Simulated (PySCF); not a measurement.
A GIAO shielding run with PySCF (density fitting, non-relativistic, gas phase) on SMILES O(C)[C@@H]1[C@@H]([SiH3])[C@@H]1C(C)=S, C6H12OSSi:

```
$ OMP_NUM_THREADS=1 python probes_run.py task.json out

{"job": {"kind": "nmr", "xc": "PBE0", "basis": "pcSseg-1"}, "charge": 0, "multiplicity": 1}
C     -2.523224    -1.288826    -0.442592
O     -1.228148    -1.359969     0.110432
C     -0.739490    -0.130373     0.510666
C     -0.242051     0.869136    -0.481732
Si    -0.507703     2.715093    -0.241762
C      0.752782     0.123602     0.389811
C      1.616140    -0.904461    -0.191052
C      2.803436    -1.301318     0.621290
S      1.325321    -1.586664    -1.640286
H     -2.544533    -0.648749    -1.331132
H     -3.241814    -0.902591     0.290607
H     -2.791447    -2.305867    -0.718723
H     -1.212244     0.249662     1.419355
H     -0.240374     0.496062    -1.501663
H      0.686937     3.431482    -0.685439
H     -0.734677     2.972409     1.183033
H     -1.682636     3.112725    -1.016321
H      1.194016     0.659285     1.223758
H      2.481245    -1.656367     1.600585
H      3.455300    -0.441067     0.779233
H      3.364243    -2.086262     0.121461
```

Hardware: 1 thread of an Arm Neoverse N1, shared host. The job also computes population analyses, field gradients, ring-centre shieldings.

Q: How large is the calculation?

A: 86 electrons, 227 basis functions and 1221 auxiliary functions.

Q: How long does it take, and how much memory does it need?

A: 93 s of wall time, with 14 SCF cycles and 5 response iterations; peak memory 1.1 GiB. Times on a shared host scatter by some tens of per cent.
